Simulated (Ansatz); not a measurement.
Total energies of `FB1O[SiH2]1`.

| atom | x (Å) | y (Å) | z (Å) |
| --- | --- | --- | --- |
| F1 | 0.091 | 1.734 | 1.704 |
| B2 | 0.075 | 0.772 | 0.818 |
| O3 | 0.686 | -0.425 | 0.814 |
| Si4 | -0.220 | -0.336 | -0.681 |
| H5 | -1.279 | -1.367 | -0.773 |
| H6 | 0.647 | -0.379 | -1.882 |

Total charge 0; spin multiplicity 1. The structure was optimised at the PBE0-D4/def2-TZVP level. Basis def2-TZVPP, Ansatz 0.2.0.

RPA on PBE orbitals: Hartree–Fock energy of these orbitals -489.20605 Eh, correlation -1.09668 Eh (frozen core).

| functional | energy without D4 (Eh) | D4 term (kJ/mol) |
| --- | --- | --- |
| PBE | -490.42291 | -9.4 |
| revPBE | -490.65835 | -29.7 |
| BLYP | -490.75814 | -21.3 |
| r2SCAN | -490.66644 | -2.1 |
| B97M-V | -490.66553 | – |
| PBE0 | -490.45186 | -7.8 |
| r2SCANh | -490.65307 | -2.3 |
| r2SCAN0 | -490.63404 | -2.5 |
| HSE06 (plane-wave form) | -490.43647 | -7.3 |
| BHLYP | -490.70190 | -11.8 |
| CAM-B3LYP | -490.73135 | -7.9 |
| LC-ωPBE | -490.56877 | – |
| ωB97X-V | -490.67283 | – |
| PBE-QIDH | -490.33953 | – |

(1) Give the same for LDA (SPW92), B3LYP, ωB97M-V, B2PLYP. (Best estimate.)

B3LYP takes the VWN-RPA correlation (the form of Gaussian; ORCA's B3LYP/G). HSE06 is the plane-wave form, built on full-range PBE exchange. The double hybrids freeze the cores in their second-order part.

## Answers

(1) Computed: 
```csv
functional,energy without D4 (Eh),D4 term (kJ/mol)
LDA (SPW92),-488.17645,–
B3LYP,-490.81168,-15.4
ωB97M-V,-490.71175,–
B2PLYP,-490.54323,–
```

LC-ωPBE has ω = 0.4 bohr⁻¹.
